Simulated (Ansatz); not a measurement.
Abridged output of a molecular run in Ansatz:

```
Functional definition: HF
1689 factors; integrals over basis functions are off by at most 1.0e-3 eV
mean field evaluation 1: about -61770.0183 eV, gradient 3.6e1 eV
mean field evaluation 2: about -61770.1362 eV, gradient 3.6e1 eV
mean field evaluation 4: about -61773.5119 eV, gradient 3.9e0 eV
mean field evaluation 8: about -61773.5653 eV, gradient 3.1e-1 eV
mean field -61773.56614648 eV, -2270.1366842562 hartree, gradient 9.6e-6 eV, S^2 0.000000; 0 other end points of the search recorded, 0 dependent functions left out
15 core orbitals not correlated: weight in the atoms' cores, before any rotation towards them, 1.000 or more for the frozen orbitals, at most 0.000 for the correlated occupied ones
reference -61773.56614648 eV, -2270.1366842562 hartree; 22, 22 occupied and 221, 221 virtual orbitals, 1689 factors
second order -28.79316515 eV of doubles, -0.00000000 eV of singles
cycle   1  -28.03127935 eV  change    7.6e-1 eV  update   1.2e-1
cycle   2  -28.81100381 eV  change   -7.8e-1 eV  update   3.3e-2
cycle   3  -28.91365462 eV  change   -1.0e-1 eV  update   1.6e-2
cycle   4  -28.89594734 eV  change    1.8e-2 eV  update   4.0e-3
cycle   5  -28.89548413 eV  change    4.6e-4 eV  update   1.8e-3
cycle   6  -28.89616285 eV  change   -6.8e-4 eV  update   5.8e-4
cycle   7  -28.89562778 eV  change    5.4e-4 eV  update   2.4e-4
cycle   8  -28.89563192 eV  change   -4.1e-6 eV  update   8.2e-5
cycle   9  -28.89570334 eV  change   -7.1e-5 eV  update   2.9e-5
cycle  10  -28.89568550 eV  change    1.8e-5 eV  update   9.4e-6
perturbative correction -0.98017150 eV, -0.0360206383 hartree
Total energy: -61803.44200348 eV, -2271.2346017504 hartree
```

Its atoms:

Z-matrix (Å, degrees):
```
C
Ga 1 1.968
H 1 1.090 2 112.4
H 1 1.093 2 109.9 3 -121.2
H 1 1.093 2 109.7 3 120.9
C 2 1.967 1 125.4 3 176.9
Te 2 2.537 1 116.1 3 -2.2
H 6 1.092 2 110.8 1 36.6
H 6 1.094 2 109.2 1 -81.9
H 6 1.090 2 111.6 1 158.6
H 7 1.658 2 92.5 1 -179.8
```

Which basis set was used?
A. def2-TZVPPD
B. def2-SVPD
C. def2-TZVPP
D. def2-SVP

C. It gives 258 functions.

Write the keys of the input that set method, charge and spin (a neutral closed shell needs none for the last two).


```yaml
correlation: {method: ccsd_t}
```
